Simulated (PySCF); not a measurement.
Electron correlation in Ge (germanium, neutral)

[Ar] 3d10 4s1 4p3, high-spin 5S determinant (an excited configuration). Computed with PySCF 2.14 in aug-cc-pVTZ-PP with ECP10MDF (6s5p4d2f, 55 functions), with scalar relativity through the core potential. Frozen: 3s2 3p6 3d10; 4 electrons correlated.

| level | correlation energy (mhartree) |
| --- | --- |
| CCSD | -24.92 |
| (T) | -0.38 |
| CCSD(T) | -25.30 |

Diagnostics: T1 = 0.0026, D1 = 0.0055, largest double amplitude 0.036.

Task: Is a single reference adequate?

Result: Yes, within this model without spin-orbit coupling: T1 lies below 0.03 and no double amplitude reaches 0.07.
